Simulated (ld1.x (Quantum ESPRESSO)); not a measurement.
Which change was made? (Re, TM)

* Element: Re (Z = 75)
* Generator: ld1.x (Quantum ESPRESSO) 7.5
* Type: norm-conserving Troullier–Martins (Kleinman–Bylander form)
* Functional: PBE
* Relativity: scalar-relativistic
* Frozen core: [Kr] 4d10 4f14 5s2
* Valence charge: 13
* Reference configuration: 5p6 5d4 6s0 6p0 (charge +3)
* Partial waves: 6s (bound, empty): rc 2.25 bohr; 5p (bound): rc 1.60 bohr; 5d (bound): rc 1.35 bohr
* Local potential: all-electron potential smoothed inside 1.60 bohr (lloc = -1)
* Core correction: a·sin(br)/r model core inside 1.35 bohr

Cutoffs, loose and tight: the cutoffs (Ry, on a coarse ladder) from which the occupation-weighted sum of valence levels, in a spherical-Bessel basis at the reference potential, stays within 10 and 1 mRy of its value at 400 Ry. They do not see the model core or the augmentation charge, which bear on the density cutoff. Test errors are all-electron minus pseudo excitation energies from the reference, over the configurations 5p6 5d5 6s2 6p0; 5p6 5d5 6s1 6p0; 5p6 5d5 6s0 6p0; 5p6 5d5 6s1 6p1; 5p6 5d5 6s0 6p1; 5p6 5d4 6s2 6p0; 5p6 5d5 6s0 6p2; variants that change the core or the reference have their own tests.

The base gives: outcome: generated; cutoff, loose: 50 Ry; cutoff, tight: 90 Ry; bound ghosts: s; largest test error (meV): +61.

On the changes marked as counting shells twice: ld1.x takes every shell without a wave as core, so the model core holds the marked electrons as well and exchange and correlation see them twice. This cancels in the reference configuration, but the file is broken for other ones, and its errors say nothing about a proper core correction.

Q: After one change the result is: outcome: generated, misses its reference levels by 0.40 eV; cutoff, loose: 50 Ry; cutoff, tight: 70 Ry; bound ghosts: none; largest test error (meV): +849. Which change was it?
A. core [Kr] 4d10 4f14, valence charge 15; reference 5s2 5p6 5d5 6s2 6p0; waves now 5s (bound): rc 1.70 bohr; 5p (bound): rc 1.95 bohr; 5d (bound): rc 1.85 bohr; local potential the d channel; core correction Bessel-smoothed model core, default radius (core density twice the valence density) (6s counted twice)
B. type PAW; waves now 6s (bound): rcut 1.95, rcutus 2.25 bohr; 6s channel at -1.5 Ry: rcut 1.95, rcutus 2.25 bohr; 5p (bound): rcut 1.55, rcutus 1.60 bohr; 6p (bound): rcut 1.55, rcutus 1.60 bohr; 5d (bound): rcut 1.15, rcutus 1.35 bohr; 5d channel at -2.1 Ry: rcut 1.15, rcutus 1.35 bohr; local potential all-electron potential smoothed inside 1.25 bohr (lloc = -2); augmentation PSQ, inside the norm-conserving radii
C. reference 5p6 5d5 6s2 6p0

A: A. The others give: reference 5p6 5d5 6s2 6p0 → outcome: generated; cutoff, loose: 50 Ry; cutoff, tight: 90 Ry; bound ghosts: s; largest test error (meV): -153 | type PAW; waves now 6s (bound): rcut 1.95, rcutus 2.25 bohr; 6s channel at -1.5 Ry: rcut 1.95, rcutus 2.25 bohr; 5p (bound): rcut 1.55, rcutus 1.60 bohr; 6p (bound): rcut 1.55, rcutus 1.60 bohr; 5d (bound): rcut 1.15, rcutus 1.35 bohr; 5d channel at -2.1 Ry: rcut 1.15, rcutus 1.35 bohr; local potential all-electron potential smoothed inside 1.25 bohr (lloc = -2); augmentation PSQ, inside the norm-conserving radii → outcome: generated, overlap not positive; bound ghosts: s (p not tested, overlap not positive); largest test error (meV): test run stopped at test 1 of 7 (negative rho). A file whose overlap is not positive is unfit for use, and its test errors describe a broken file.
